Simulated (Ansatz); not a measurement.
Consider the ligand exchange at the Sn–O bond: `[CH3][SnH2][O]C=N` + H₂Se → `[CH3][SnH2][SeH]` + `N=CO`.

Program: Ansatz. Geometries: PBE0-D4/def2-TZVP. ΔE: electronic, gas phase. CBS: MP2 limit from def2 TZ/QZ plus the TZ coupled-cluster correction, frozen cores. This one scheme is used for every species. Functionals use def2-TZVPP. B3LYP here is the variant with VWN-RPA as its local correlation; programs differ in this. Elements past krypton have def2 core potentials. For Se, Sn outer-core shells are correlated without core-valence functions, which leaves a few kJ/mol of doubt a bond. Scalar relativity is left out up to krypton. One conformer a species, not always the lowest.

```tsv
level	ΔE (eV)
PBE-D4	-0.67
B3LYP-D4	-0.63
PBE	-0.69
B3LYP	-0.67
MP2/def2-TZVPP	-0.64
CCSD(T)/def2-TZVPP	-0.59
HF/def2-QZVPP	-0.72
MP2/CBS(def2)	-0.69
```

Question: What does CCSD(T)/CBS give? (Best estimate.)

Answer: The calculation gave: -0.64 eV. The listed levels differ from it by -0.03, 0.01, -0.05, -0.03, 0.00, 0.05, -0.08, -0.05 eV.

Largest T1 diagnostic among the species: 0.014.

The D4 term adds +0.04 eV with B3LYP and +0.02 eV with PBE0; it sums over pairs of atoms, weighted by their polarisabilities, and B3LYP, whose exchange is more repulsive, gets the larger term. In def2-TZVPP, CCSD(T) changes the Hartree–Fock value by +0.14 eV (the triples alone add +0.03 eV) and MP2 by +0.09 eV.
